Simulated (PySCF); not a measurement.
C₂H₆O₃Si, SMILES CC(=O)O[SiH2]O. Atoms are numbered in the order given.

```xyz
12

Si    -1.3515    -0.0331     0.0338
O     -2.2509     1.3476     0.1870
O      0.2904     0.4754     0.0023
C      1.2495    -0.4687    -0.0464
C      2.6386     0.1098    -0.0704
O      0.9802    -1.6476    -0.0647
H     -1.6174    -0.8341     1.2436
H     -1.6292    -0.7347    -1.2440
H     -2.2436     1.9774    -0.5430
H      3.3800    -0.6965    -0.1120
H      2.7481     0.7741    -0.9415
H      2.7963     0.7269     0.8275
```

The structure is a stationary point at B3LYP-D3(BJ)/def2-SVP. Other conformers were not sampled.

Calculation: TDDFT-CAM-B3LYP/def2-SVPD (PySCF).

Vertical excitations. Isolated molecule, no solvent.

Computed UV-visible absorptions:
| state | energy (eV) | λ (nm) | f | main pairs |
|---|---|---|---|---|
| S1 | 5.81 | 214 | 0.001 | HOMO→LUMO+1 95 % |
| S2 | 7.74 | 160 | 0.020 | HOMO→LUMO 58 %, HOMO→LUMO+2 16 %, HOMO−1→LUMO 11 % |
| S3 | 7.87 | 157 | 0.006 | HOMO→LUMO+2 44 %, HOMO−1→LUMO 29 %, HOMO−2→LUMO 9 % |
| S4 | 8.11 | 153 | 0.032 | HOMO−1→LUMO 27 %, HOMO−1→LUMO+1 25 %, HOMO→LUMO 17 %, HOMO→LUMO+2 8 % |
| S5 | 8.26 | 150 | 0.079 | HOMO−1→LUMO+1 36 %, HOMO→LUMO+2 12 %, HOMO−1→LUMO 10 %, HOMO−3→LUMO+1 9 % |
| S6 | 8.33 | 149 | 0.016 | HOMO−3→LUMO+1 29 %, HOMO−4→LUMO+1 27 %, HOMO−2→LUMO+1 23 % |
| S7 | 8.48 | 146 | 0.025 | HOMO−1→LUMO+2 34 %, HOMO−2→LUMO 19 %, HOMO−1→LUMO+3 10 %, HOMO−1→LUMO+4 5 % |
| S8 | 8.62 | 144 | 0.040 | HOMO−1→LUMO+2 22 %, HOMO−2→LUMO 17 %, HOMO−3→LUMO 13 %, HOMO−1→LUMO+3 10 % |
| S9 | 8.83 | 140 | 0.017 | HOMO→LUMO+3 69 % |
| S10 | 8.97 | 138 | 0.024 | HOMO−3→LUMO 18 %, HOMO−2→LUMO 16 %, HOMO−4→LUMO 12 %, HOMO−2→LUMO+2 9 % |
| T1 | 5.30 | 234 | 0 | HOMO→LUMO+1 94 % |
| T2 | 6.18 | 201 | 0 | HOMO−2→LUMO+1 40 %, HOMO−1→LUMO+1 35 %, HOMO−3→LUMO+1 13 % |
| T3 | 7.48 | 166 | 0 | HOMO−1→LUMO 38 %, HOMO−2→LUMO 21 %, HOMO→LUMO 20 % |
| T4 | 7.69 | 161 | 0 | HOMO→LUMO+2 62 %, HOMO→LUMO 22 % |
Triplets are in the Tamm–Dancoff approximation, which puts them higher than full response would, so one can lie above its singlet here.
